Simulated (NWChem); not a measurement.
Species: TiH$_{2}$S$_{2}$F$_{2}$; SMILES [F][Ti]([F])([SH])[SH]

```xyz
7

Ti     0.0000     0.0000     0.3980
F      0.1230    -1.4557     1.3163
F     -0.1230     1.4557     1.3163
S      1.8486     0.0264    -0.9250
H      1.4833     1.2328    -1.4242
S     -1.8486    -0.0264    -0.9250
H     -1.4833    -1.2328    -1.4242
```
Atoms are numbered in this order, from 1.

Program: NWChem. Pople sets run with spherical d functions. All runs use the structure optimised with PBE0/def2-SVP. No frequency run checked for a minimum. Total energies compare along this basis series because the functional is fixed.

```csv
level,basis functions,energy (Ha),highest occupied level (eV),orbital gap (eV),dipole (D)
Hartree-Fock/STO-3G,48,-1823.7441,(withheld),(withheld),(withheld)
Hartree-Fock/3-21G,75,-1834.5467,-11.04,11.09,0.09
Hartree-Fock/6-31G*,102,-1843.5856,-10.65,11.38,0.63
```

Task: Complete the blanks.

Result: 
- Hartree-Fock/STO-3G, highest occupied level (eV): -7.03
- Hartree-Fock/STO-3G, orbital gap (eV): 14.42
- Hartree-Fock/STO-3G, dipole (D): 0.48
